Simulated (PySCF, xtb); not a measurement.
Si(H)2(OAc)(OH) (C₂H₆O₃Si), SMILES O=C(O[SiH2]O)C.

xtb with GFN2-xTB at its own geometry gives an orbital gap of 4.96 eV and a dipole moment of 3.42 D.

Geometry optimised at B3LYP-D3(BJ)/def2-SVP. One conformer was computed; it need not be the lowest.

Question: What does PySCF with PBE/def2-TZVP give? (The exact figures need the calculation; the answer reports its results.)

Answer: gap 5.30 eV (levels -6.45 and -1.15 eV), dipole 2.61 D.
